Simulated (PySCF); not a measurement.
This PySCF input asks for the NMR shieldings of SMILES C1CCC2(C1)CCCC2, C₉H₁₆; the geometry comes from PBE0-D3(BJ)/def2-SVP.

```python
import basis_set_exchange as bse
import numpy as np
from pyscf import gto, dft
from pyscf.prop import nmr

atoms = """
C     2.055362   -0.104601    1.395705
C     2.328054    0.500668   -0.002026
C     1.120672    0.102834   -0.868217
C     0.003630   -0.261353    0.124615
C     0.809602   -0.973642    1.215513
C    -1.141910   -1.096289   -0.505272
C    -2.430650   -0.282857   -0.331548
C    -1.941497    1.157800   -0.219709
C    -0.697257    1.015709    0.648558
H     2.911935   -0.673102    1.787858
H     1.852954    0.695435    2.125104
H     2.433536    1.594549    0.059854
H     3.268490    0.128243   -0.435292
H     0.812669    0.890640   -1.574519
H     1.359680   -0.787867   -1.473067
H     0.234611   -1.115755    2.144631
H     1.092996   -1.976836    0.852473
H    -1.216174   -2.093468   -0.044776
H    -0.935319   -1.263003   -1.574941
H    -2.937529   -0.567361    0.605954
H    -3.153733   -0.440666   -1.146186
H    -1.665707    1.541887   -1.217379
H    -2.690781    1.848135    0.197309
H    -1.000626    0.867933    1.699737
H    -0.043860    1.901759    0.625627
"""
names = dict.fromkeys(["C", "H"], "pcSseg-1")
basis = {el: gto.basis.parse(bse.get_basis(n, elements=[el], fmt="nwchem")) for el, n in names.items()}
mol = gto.M(atom=atoms, basis=basis, charge=0, verbose=0)
mf = dft.RKS(mol, xc="PBE0")
mf.grids.level = 2
mf.grids.alignment = dft.numint.BLKSIZE   # the property module wants whole blocks of grid points
mf.conv_tol = 1e-9
mf.kernel()

calc = nmr.RKS(mf)   # GIAO
C = mf.mo_coeff
Co = C[:, mf.mo_occ > 0]
resp = mf.gen_response(singlet=True, hermi=2)
def vind(x):   # induced exchange potential for any number of trial vectors
    d = np.einsum("pi,xij,qj->xpq", C, 2 * x.reshape(-1, C.shape[1], Co.shape[1]), Co, optimize=True)
    return np.einsum("xpq,pi,qj->xij", resp(d - d.transpose(0, 2, 1)), C, Co, optimize=True).ravel()
mo1, _ = nmr.rhf.solve_mo1(calc, with_cphf=vind)
sigma = calc.kernel(mo1)
for i, s in enumerate(sigma):   # ppm
    print("%2d %-2s %9.2f" % (i, mol.atom_pure_symbol(i), np.trace(s) / 3))
```

Task: What are the results?

Result: 
```
 0 C     158.26
 1 C     160.23
 2 C     141.41
 3 C     134.25
 4 C     140.05
 5 C     146.01
 6 C     155.11
 7 C     154.71
 8 C     143.55
 9 H      29.61
10 H      29.73
11 H      29.68
12 H      29.61
13 H      29.79
14 H      30.18
15 H      29.97
16 H      29.82
17 H      29.65
18 H      29.85
19 H      29.91
20 H      29.66
21 H      29.89
22 H      29.69
23 H      30.40
24 H      29.84
```

These numbers come from an equivalent density-fitted implementation of the same equations, which agrees with the script to about 0.01 ppm for H and up to a few tenths of a ppm for heavy atoms, so last digits may differ.

Task: Turn these shieldings into chemical shifts. Scale: ¹³C (σ = 184.41 ppm) and ¹H (σ = 31.27 ppm) against TMS (reference shieldings calculated alike).

Result: Averaging equivalent atoms: C 3: 50.2; C 2/4/5/8: 41.7; C 0/1/6/7: 27.3; H 9/10/11/12/19/20/21/22: 1.55; H 13/14/15/16/17/18/23/24: 1.33 ppm. 

Size and cost of the density-fitted run: 233 basis functions, 41 s wall time on 1 thread of an Arm Neoverse V2, shared host.
